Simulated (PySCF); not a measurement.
**Calculated NMR parameters of COc1cccn1[SiH2]N**

- Formula: C5H10N2OSi
- SMILES: COc1cccn1[SiH2]N
- Point group of the computed structure: C1
- Degrees of unsaturation: 3
- Carbon signals: 5
- Proton signals: 6

Molfile (atoms numbered from 1):
```
C5H10N2OSi
     RDKit          3D

 19 19  0  0  0  0  0  0  0  0999 V2000
   -2.4941   -1.6407   -0.1183 C   0  0  0  0  0  0  0  0  0  0  0  0
   -1.1297   -1.3281   -0.0686 O   0  0  0  0  0  0  0  0  0  0  0  0
   -0.8230   -0.0213   -0.1545 C   0  0  0  0  0  0  0  0  0  0  0  0
   -1.5824    1.1203   -0.2890 C   0  0  0  0  0  0  0  0  0  0  0  0
   -0.6469    2.2033   -0.3236 C   0  0  0  0  0  0  0  0  0  0  0  0
    0.6123    1.6733   -0.2118 C   0  0  0  0  0  0  0  0  0  0  0  0
    0.5077    0.2925   -0.1058 N   0  0  0  0  0  0  0  0  0  0  0  0
    1.8382   -0.8880    0.0668 Si  0  0  0  0  0  4  0  0  0  0  0  0
    3.3546   -0.0860    0.1231 N   0  0  0  0  0  0  0  0  0  0  0  0
   -3.0440   -1.1669    0.7141 H   0  0  0  0  0  0  0  0  0  0  0  0
   -2.9459   -1.3115   -1.0708 H   0  0  0  0  0  0  0  0  0  0  0  0
   -2.5798   -2.7312   -0.0344 H   0  0  0  0  0  0  0  0  0  0  0  0
   -2.6657    1.1822   -0.3543 H   0  0  0  0  0  0  0  0  0  0  0  0
   -0.8877    3.2603   -0.4234 H   0  0  0  0  0  0  0  0  0  0  0  0
    1.5885    2.1512   -0.1944 H   0  0  0  0  0  0  0  0  0  0  0  0
    1.6300   -1.6294    1.3385 H   0  0  0  0  0  0  0  0  0  0  0  0
    1.8178   -1.7903   -1.1148 H   0  0  0  0  0  0  0  0  0  0  0  0
    3.6507    0.4250    0.9461 H   0  0  0  0  0  0  0  0  0  0  0  0
    3.7914    0.2740   -0.7168 H   0  0  0  0  0  0  0  0  0  0  0  0
  1  2  1  0
  2  3  1  0
  3  4  2  0
  4  5  1  0
  5  6  2  0
  6  7  1  0
  7  8  1  0
  8  9  1  0
  7  3  1  0
  1 10  1  0
  1 11  1  0
  1 12  1  0
  4 13  1  0
  5 14  1  0
  6 15  1  0
  8 16  1  0
  8 17  1  0
  9 18  1  0
  9 19  1  0
M  END
```

One computed conformer, averaged over atoms made equivalent by symmetry, fast rotation or ring inversion, relativity neglected, isolated molecule. CAM-B3LYP/pcSseg-1 with gauge-including orbitals; PBE0-D3(BJ)/def2-SVP geometry; PySCF 2.14.0 with density-fitted response routines.

References, each an isolated molecule treated in the same way: $^{1}$H (31.33 ppm) and $^{13}$C (182.45 ppm) and $^{29}$Si (343.41 ppm) vs TMS; $^{15}$N (267.29 ppm) against NH3; $^{17}$O (338.55 ppm) against H2O.

| carbon | δC, type | δH (multiplicity) | HMBC from (2–3 bonds) | span of the C tensor (ppm) |
| --- | --- | --- | --- | --- |
| C1 | 56.0, CH3 | 3.70 (s) | – | 82 |
| C3 | 161.3, C | – | H15, H14, H13, H16/H17, H10/H11/H12 | 121 |
| C4 | 89.5, CH | 5.23 (m) | H15, H14 | 126 |
| C5 | 118.4, CH | 6.16 (m) | H15, H13 | 184 |
| C6 | 118.4, CH | 6.21 (m) | H14, H13, H16/H17 | 164 |

Other nuclei:
```
  atoms    nucleus                          environment  δ (ppm)  σ (ppm)
H16/H17    $^{1}$H  hydrogen on a silicon bonded to 2 N     4.98    26.35
H18/H19    $^{1}$H  hydrogen on a nitrogen bonded to Si     0.83    30.50
    Si8  $^{29}$Si           silicon bonded to 2 N, 2 H    -42.0    385.4
     N7   $^{15}$N           pyrrole-type ring nitrogen    175.9     91.4
     N9   $^{15}$N           nitrogen bonded to Si, 2 H     15.5    251.8
     O2   $^{17}$O                         ether oxygen     83.2    255.3
```

- Carbon types of the structure: 1 × C, 3 × CH, 1 × CH3, leaving 4 H on heteroatoms.
- δC 161.3: aromatic carbon bearing oxygen; an ipso carbon deshielded by its heteroatom.
- δC 118.4: aromatic CH next to a ring nitrogen; resonance donation from the substituent shields this position.
- δC 118.4, 89.5: aromatic CH.
- δH 6.16, 5.23: hydrogen on an aromatic CH.
- δH 3.70: hydrogen on a methyl carbon bonded to O; its carbon carries O, hence the downfield position.

OH/NH shifts are gas-phase values; hydrogen bonding in solution moves them, usually downfield. Shifts are as computed, not scaled to solution data. Of 1211 compounds with measured shifts, 218 miss one by over three times the rms of a fit or turn the order of signals round; such compounds aren't used in these exercises. Experimental scales use liquid or dissolved standards, which lie at an offset from isolated NH3 (liquid NH3: subtract about 20 ppm) and H2O (liquid H2O: subtract about 36 ppm). Unscaled 15N shifts of sp2 nitrogen come out 20 to 40 ppm too high even then. Multiplicities follow the n + 1 count of equivalent neighbours, as no J values were calculated; m marks all less simple cases, F and P coupling included.
